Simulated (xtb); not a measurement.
A run for xtb: GFN2-xTB on BrHSe2 (SMILES [SeH][Se]Br), a point of a torsion scan.

```
$ xtb mol.xyz --gfn 2 --opt vtight --chrg 0 --uhf 0 --input xcontrol
4

Se    -1.33477928     0.46379416     0.44302335
Se     0.83838583     1.03924897    -0.30737129
Br     2.37512907     0.98639944     1.49706857
H     -1.86317813    -0.78014974    -0.27686104
$constrain
  force constant=1.0
  dihedral: 4,1,2,3,240.0
$end
```

The log:

```
[...]
           -------------------------------------------------
          |                Calculation Setup                |
           -------------------------------------------------



           -------------------------------------------------
          |                 G F N 2 - x T B                 |
           -------------------------------------------------

        Reference                      10.1021/acs.jctc.8b01176
      * Hamiltonian:
        H0-scaling (s, p, d)           1.850000    2.230000    2.230000
        zeta-weighting                 0.500000
      * Dispersion:
        s8                             2.700000
        a1                             0.520000
        a2                             5.000000
        s9                             5.000000
      * Repulsion:
        kExp                           1.500000    1.000000
        rExp                           1.000000
      * Coulomb:
        alpha                          2.000000
        third order                    shell-resolved
        anisotropic                    true
        a3                             3.000000
        a5                             4.000000
        cn-shift                       1.200000
        cn-exp                         4.000000
        max-rad                        5.000000


          ...................................................
          :                      SETUP                      :
          :.................................................:
          :  # basis functions                  31          :
          :  # atomic orbitals                  28          :
          :  # shells                           10          :
          :  # electrons                        20          :
          :  max. iterations                   250          :
          :  Hamiltonian                  GFN2-xTB          :
          :  restarted?                      false          :
          :  GBSA solvation                  false          :
          :  PC potential                    false          :
          :  electronic temp.          300.0000000     K    :
          :  accuracy                    1.0000000          :
          :  -> integral cutoff          0.2500000E+02      :
          :  -> integral neglect         0.1000000E-07      :
          :  -> SCF convergence          0.1000000E-05 Eh   :
          :  -> wf. convergence          0.1000000E-03 e    :
          :  Broyden damping             0.4000000          :
          :  net charge                          0          :
          :  unpaired electrons                  0          :
          ...................................................

 iter      E             dE          RMSdq      gap      omega  full diag
   1    -10.9882960 -0.109883E+02  0.996E+00    2.31       0.0  T
   2    -10.9919357 -0.363971E-02  0.487E+00    2.26       1.0  T
   3    -10.9927208 -0.785054E-03  0.121E+00    2.19       1.0  T
   4    -10.9929407 -0.219884E-03  0.814E-01    2.18       1.0  T
   5    -10.9931521 -0.211377E-03  0.547E-01    2.17       1.0  T
   6    -10.9933437 -0.191677E-03  0.438E-01    2.17       1.0  T
   7    -10.9935769 -0.233140E-03  0.296E-01    2.15       1.0  T
   8    -10.9936742 -0.972973E-04  0.131E-01    2.15       1.0  T
   9    -10.9936893 -0.150942E-04  0.508E-02    2.15       1.0  T
  10    -10.9936901 -0.792269E-06  0.116E-02    2.15       4.3  T
  11    -10.9936901 -0.210935E-07  0.521E-03    2.15       9.6  T
  12    -10.9936901 -0.332445E-08  0.245E-03    2.15      20.4  T
  13    -10.9936901 -0.151237E-08  0.716E-04    2.15      69.8  T
  14    -10.9936901 -0.733866E-10  0.141E-04    2.15     353.9  T

   *** convergence criteria satisfied after 14 iterations ***

         #    Occupation            Energy/Eh            Energy/eV
      -------------------------------------------------------------
         1        2.0000           -0.8561974             -23.2983
       ...           ...                  ...                  ...
         4        2.0000           -0.5098852             -13.8747
         5        2.0000           -0.4962497             -13.5036
         6        2.0000           -0.4683659             -12.7449
         7        2.0000           -0.4532098             -12.3325
         8        2.0000           -0.4378880             -11.9155
         9        2.0000           -0.4211079             -11.4589
        10        2.0000           -0.4014134             -10.9230 (HOMO)
        11                         -0.3225511              -8.7771 (LUMO)
        12                         -0.2918287              -7.9411
        13                         -0.2320993              -6.3157
        14                         -0.0445867              -1.2133
        15                         -0.0364332              -0.9914
       ...                                ...                  ...
        28                          0.8782007              23.8971
      -------------------
[...]
034             -12.4711
         8        2.0000           -0.4413430             -12.0096
         9        2.0000           -0.4248979             -11.5621
        10        2.0000           -0.4002593             -10.8916 (HOMO)
        11                         -0.3050050              -8.2996 (LUMO)
        12                         -0.2830594              -7.7024
        13                         -0.2140053              -5.8234
        14                         -0.0480525              -1.3076
        15                         -0.0369767              -1.0062
       ...                                ...                  ...
        28                          1.0497641              28.5655
      -------------------------------------------------------------
                  HL-Gap            0.0952543 Eh            2.5920 eV
             Fermi-level           -0.3526322 Eh           -9.5956 eV

 SCC (total)                   0 d,  0 h,  0 min,  0.002 sec
 SCC setup                      ...        0 min,  0.000 sec (  1.446%)
 Dispersion                     ...        0 min,  0.000 sec (  0.261%)
 classical contributions        ...        0 min,  0.000 sec (  0.127%)
 integral evaluation            ...        0 min,  0.001 sec ( 28.336%)
 iterations                     ...        0 min,  0.001 sec ( 23.581%)
 molecular gradient             ...        0 min,  0.001 sec ( 41.191%)
 printout                       ...        0 min,  0.000 sec (  2.553%)

         :::::::::::::::::::::::::::::::::::::::::::::::::::::
         ::                     SUMMARY                     ::
         :::::::::::::::::::::::::::::::::::::::::::::::::::::
         :: total energy             -10.996356494936 Eh    ::
         :: gradient norm              0.000134530509 Eh/a0 ::
         :: HOMO-LUMO gap              2.592001344073 eV    ::
         ::.................................................::
         :: SCC energy               -11.006727919977 Eh    ::
         :: -> isotropic ES            0.001938706343 Eh    ::
         :: -> anisotropic ES          0.000494535369 Eh    ::
         :: -> anisotropic XC         -0.010593893373 Eh    ::
         :: -> dispersion             -0.003492766694 Eh    ::
         :: repulsion energy           0.010334210127 Eh    ::
         :: add. restraining           0.000037214914 Eh    ::
         :: total charge               0.000000000000 e     ::
         :::::::::::::::::::::::::::::::::::::::::::::::::::::

           -------------------------------------------------
          |                Property Printout                |
           -------------------------------------------------

    * Orbital Energies and Occupations

         #    Occupation            Energy/Eh            Energy/eV
      -------------------------------------------------------------
         1        2.0000           -0.8597467             -23.3949
         2        2.0000           -0.7899959             -21.4969
         3        2.0000           -0.7681552             -20.9026
         4        2.0000           -0.5153965             -14.0247
         5        2.0000           -0.5039110             -13.7121
         6        2.0000           -0.4793160             -13.0429
         7        2.0000           -0.4583034             -12.4711
         8        2.0000           -0.4413430             -12.0096
         9        2.0000           -0.4248979             -11.5621
        10        2.0000           -0.4002593             -10.8916 (HOMO)
        11                         -0.3050050              -8.2996 (LUMO)
        12                         -0.2830594              -7.7024
        13                         -0.2140053              -5.8234
        14                         -0.0480525              -1.3076
        15                         -0.0369767              -1.0062
        16                         -0.0251600              -0.6846
        17                         -0.0033168              -0.0903
        18                          0.0048763               0.1327
        19                          0.0191640               0.5215
        20                          0.0202759               0.5517
        21                          0.0523444               1.4244
       ...                                ...                  ...
        28                          1.0497641              28.5655
      -------------------------------------------------------------
                  HL-Gap            0.0952543 Eh            2.5920 eV
             Fermi-level           -0.3526322 Eh           -9.5956 eV

     #   Z          covCN         q      C6AA      α(0)
     1  34 Se       1.904    -0.084   238.544    26.913
     2  34 Se       1.884     0.007   235.471    26.739
     3  35 Br       0.924    -0.054   186.407    22.013
     4   1 H        0.923     0.131     1.525     1.931

 Mol. C6AA /au·bohr⁶  :       2084.127050
 Mol. C8AA /au·bohr⁸  :     138667.606411
 Mol. α(0) /au        :         77.596305


Wiberg/Mayer (AO) data.
largest (>0.10) Wiberg bond orders for each atom

 ---------------------------------------------------------------------------
     #   Z sym  total        # sym  WBO       # sym  WBO       # sym  WBO
Note: The following floating-point exceptions are signalling: IEEE_DENORMAL
normal termination of xtb
 ---------------------------------------------------------------------------
     1  34 Se   2.390 --     2 Se   1.365     4 H    0.947
     2  34 Se   2.646 --     1 Se   1.365     3 Br   1.248
     3  35 Br   1.329 --     2 Se   1.248
     4   1 H    0.983 --     1 Se   0.947
 ---------------------------------------------------------------------------

Topologies differ in total number of bonds
Writing topology from bond orders to xtbtopo.mol

molecular dipole:
                 x           y           z       tot (Debye)
 q only:       -0.388      -0.333      -0.299
   full:       -1.248      -0.328      -1.293       4.643
molecular quadrupole (traceless):
                xx          xy          yy          xz          yz          zz
 q only:       -0.040       0.529       0.365      -0.328      -0.397      -0.325
  q+dip:       -4.828      -1.606       6.573      -8.461      -2.324      -1.744
   full:       -4.075      -0.979       5.434      -7.983      -2.032      -1.359

           -------------------------------------------------
          |                Geometry Summary                 |
           -------------------------------------------------

      molecular mass/u    :      238.8302456
   center of mass at/Å    :        0.5243504       0.7925046       0.5356384
  moments of inertia/u·Å² :        0.1084674E+03   0.5304047E+03   0.6357065E+03
rotational constants/cm⁻¹ :        0.1554165E+00   0.3178259E-01   0.2651795E-01

 * 3 selected distances

     #   Z          #   Z                                           value/Å
     1  34 Se       2  34 Se                                      2.2942674
     2  34 Se       3  35 Br                                      2.3186140 (max)
     1  34 Se       4   1 H                                       1.4578904 (min)

 * 3 distinct bonds (by element types)

   Z      Z             #   av. dist./Å        max./Å        min./Å
   1 H   34 Se          1     1.4578904     1.4578904     1.4578904
  34 Se  34 Se          1     2.2942674     2.2942674     2.2942674
  34 Se  35 Br          1     2.3186140     2.3186140     2.3186140


optimized geometry written to: xtbopt.xyz


           -------------------------------------------------
          | TOTAL ENERGY              -10.996356494936 Eh   |
          | GRADIENT NORM               0.000134530509 Eh/α |
          | HOMO-LUMO GAP               2.592001344073 eV   |
           -------------------------------------------------

------------------------------------------------------------------------
------------------------------------------------------------------------
 total:
 SCF:
 ANC optimizer:
```

The run finished.

Warnings raised: the energy holds the restraint's term.

Cost: roughly 0.05 core-seconds.
